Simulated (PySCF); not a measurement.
A thermochemical cycle for RbNa

MP2 in PySCF with def2-SVPD on every atom (core potentials on Rb), for the lowest determinant that a PBE0 search found; no spin–orbit coupling. RbNa, a singlet (closed shell), has De = 0.35 eV to neutral atoms, and RbNa⁺, a doublet (σ ↑), has De = 0.46 eV to Rb⁺ + Na.

At the same level the Rb atom ionises at 4.04 eV.

Task: What is the adiabatic ionisation energy of the molecule, and does ionisation strengthen or weaken the bond?

Result: IE = IE(Rb) + De(neutral) − De(ion) = 4.04 + 0.35 − 0.46 = 3.93 eV. De changes by +0.11 eV, so ionisation strengthens the bond.

Correlated steps freeze 1 core orbital. Weak bonds: RbNa, RbNa⁺. Basis-set superposition, not corrected here, can be much of De in a small basis, most of all at correlated wavefunction levels. Spin–orbit coupling is left out. For an ion De counts to the pair picked by the measured ionisation energies or electron affinities, which need not be the lowest pair at this level. Where the molecule has an RHF reference, its open-shell atoms are computed with UHF. States were picked by a PBE0 search and need not be the measured ground states.
